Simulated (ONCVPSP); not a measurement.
## An all-electron radial function and its pseudo partner (lead (Pb))

Columns: radius, all-electron u(r) and pseudo u(r) of the 5s shell (level -145.09 eV) of lead in the configuration [Kr] 4d10 4f14 5s2 5p6 5d10 6s1.5 6p2.5; PBE, scalar-relativistic, ONCV scheme, ONCVPSP 4.0.1.

```tsv
r (bohr)	all-electron	pseudo
0.093	0.2655	0.2153
0.185	0.1166	0.4212
0.278	-0.6849	0.6152
0.370	-0.5508	0.7858
0.463	0.0905	0.9288
0.555	0.7082	1.0341
0.648	1.1132	1.0985
0.740	1.2871	1.1176
0.833	1.2935	1.0933
0.925	1.1973	1.0310
1.018	1.0492	0.9377
1.110	0.8874	0.8255
1.203	0.7296	0.7022
1.295	0.5894	0.5806
1.388	0.4680	0.4664
1.480	0.3682	0.3681
1.573	0.2864	0.2863
1.665	0.2218	0.2217
1.758	0.1702	0.1701
1.850	0.1303	0.1303
1.943	0.0992	0.0991
2.035	0.0754	0.0754
2.128	0.0570	0.0570
2.220	0.0431	0.0431
2.313	0.0325	0.0325
2.405	0.0245	0.0245
```

Task: How many radial nodes do the two functions have?

Result: The all-electron 5s function has n − l − 1 = 4 (the table is too coarse to show those close to the nucleus); the pseudo-wave has 0, since the states of the same l below it are removed with the core.

Task: At about which radius was the pseudo-wave matched?

Result: 1.55 bohr, where the columns begin to agree (steps of 0.09 bohr).

Task: Is the pseudo-wave norm-conserving?

Result: Yes: the ONCV scheme keeps the norm inside the radius equal to the all-electron one, which fixes the energy derivative of the logarithmic derivative at the level.
